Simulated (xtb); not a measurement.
xtb input:

```bash
xtb mol.xyz --gfn 2 --ohess tight --chrg 1 --uhf 0
```
mol.xyz:
```
11

C     -1.56201474    -0.03497967     0.07707223
C     -0.41887089    -1.03163288     0.04239224
C      0.88944637    -0.76385295    -0.02918830
C      1.45667775     0.58206480    -0.03666425
N      1.89573105     1.65530981    -0.07936105
H     -1.19844180     1.03740962     0.03346266
H     -2.18854717    -0.23884274    -0.85016188
H     -2.15390765    -0.20565822     0.96591236
H     -0.73289561    -2.08508065     0.05762927
H      1.61763213    -1.58476420     0.01361386
H      2.27295125     2.56944114    -0.13940485
```

Task: Which total energy does the run end on?

Result: -14.03526 Eh (GFN2-xTB).

It need not be the lowest isomer of its formula.
